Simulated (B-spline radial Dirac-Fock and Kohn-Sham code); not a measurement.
## Auger parameter of rhenium: the K level and its strongest K-LL line

Method: Dirac-Fock ΔSCF + Breit + QED. Computed with a radial B-spline solver. The modified Auger parameter α′ is the binding energy plus the kinetic energy of the Auger electron; it does not depend on the energy zero. For free ions it tends to fall with charge, since less charge screens the final holes.

```csv
species,configuration,binding 1s (eV),Auger line,kinetic (eV),α′ (eV)
Re,[Xe] 4f14 5d5 6s2,71682.1,L2L3 J=2,48915.9,120598.0
Re,[Xe] 4f14 5d7,71676.4,L2L3 J=2,48923.9,120600.4
Re,[Xe] 4f14 5d4 6s2 6p1,71687.0,L2L3 J=2,48910.1,120597.1
Re⁺,[Xe] 4f14 5d5 6s1,71690.6,L2L3 J=2,48906.1,120596.7
Re⁺,[Xe] 4f14 5d5 6p1,71692.2,L2L3 J=2,48904.6,120596.8
Re⁺,[Xe] 4f14 5d6,71687.3,L2L3 J=2,48910.5,120597.8
Re⁺ (Watson 3 Å),[Xe] 4f14 5d5 6s1,71685.8,L2L3 J=2,48910.9,120596.7
Re²⁺,[Xe] 4f14 5d5,71700.2,L2L3 J=2,48895.4,120595.6
Re²⁺ (Watson 1.6 Å),[Xe] 4f14 5d5,71682.8,L2L3 J=2,48913.2,120596.0
Re³⁺,[Xe] 4f14 5d4,71714.7,L2L3 J=2,48878.9,120593.7
Re⁴⁺,[Xe] 4f14 5d3,71730.6,L2L3 J=2,48861.3,120591.9
Re⁴⁺,[Xe] 4f14 5d1 6s2,71739.8,L2L3 J=2,48850.2,120590.0
Re⁴⁺ (Watson 1.8 Å),[Xe] 4f14 5d3,71698.7,L2L3 J=2,48893.3,120591.9
Re⁴⁺ (Watson 2.4 Å),[Xe] 4f14 5d3,71706.6,L2L3 J=2,48885.3,120591.9
Re⁵⁺,[Xe] 4f14 5d2,71747.7,L2L3 J=2,48842.5,120590.2
Re⁵⁺ (Watson 2.7 Å),[Xe] 4f14 5d2,71721.1,L2L3 J=2,48869.2,120590.2
Re⁶⁺,[Xe] 4f14 5d1,71766.0,L2L3 J=2,48822.7,120588.7
Re⁷⁺,[Xe] 4f14,71785.3,L2L3 J=2,48801.8,120587.1
Re⁷⁺ (Watson 2.2 Å),[Xe] 4f14,71739.5,L2L3 J=2,48847.6,120587.1
```
